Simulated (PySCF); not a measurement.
Ti(OH)3(NH2) (H₅NO₃Ti), SMILES [NH2][Ti]([OH])([OH])[OH], multiplicity 1. The structure is a stationary point at PBE-D3(BJ)/def2-SVP. The multiplicity is an assumed one; no other spin state was optimised. The structure was generated by enumeration; whether it is a known compound was not checked. The values are those of a single conformer.

Calculation: PBE-D3(BJ)/def2-SVP (PySCF).

Harmonic wavenumbers (cm⁻¹): 151, 165, 174, 187, 214, 248, 269, 275, 340, 374, 469, 484, 505, 510, 670, 725, 764, 775, 1434, 3459, 3562, 3764, 3772, 3776. Rotational constants (GHz): 3.206, 3.159, 3.103; symmetry number 1.

**Question.** Work out the zero-point energy and the ideal-gas rigid-rotor harmonic-oscillator thermochemistry at 298.15 K and 1 atm.

**Answer.** ZPE = ½ Σ hcν = ½ × 27066 cm⁻¹ = 38.69 kcal/mol. H − E(el) = 45.09 kcal/mol. Entropy in cal/(mol K): translation 40.13, rotation 26.73, vibration 22.82, total 89.68. G − E(el) = 18.36 kcal/mol. Cp = 33.86 cal/(mol K).
